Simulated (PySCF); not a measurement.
# Finite-field polarisability of Si (silicon, neutral)

[Ne] 3s2 3p2, high-spin 3P determinant. Computed with PySCF 2.14 in dyall-acv3z (19s12p6d4f, 113 functions), with no relativity, point nucleus. Frozen: [Ne]. Energy changes in a uniform field (μhartree):

```csv
axis,F (au),HF,MP2,CCSD,CCSD(T)
x,0.0025,-101.877,-100.578,-99.335,-99.497
x,0.005,-407.656,-402.483,-397.511,-398.162
y,0.0022,-100.189,-98.453,-97.207,-97.347
y,0.0044,-401.305,-394.360,-389.372,-389.938
```

By symmetry the remaining axis equals y.

Q: Derive α along x at CCSD(T) from the two fields.

A: With ΔE = −αF²/2 − γF⁴/24, α = −(16 ΔE(F) − ΔE(2F))/(6F²) = 31.83 bohr³.

Q: And the mean polarisability at each level?

A: The components xx, yy, zz at CCSD(T) are 31.83, 40.21, 40.21, the third axis being equal by symmetry to one of the two computed. Means: HF 38.45, MP2 37.84, CCSD 37.36, CCSD(T) 37.42 bohr³. Reference: 37.3 ± 0.7 bohr³ (recommended; Schwerdtfeger and Nagle, table of static dipole polarizabilities (2023 update)).
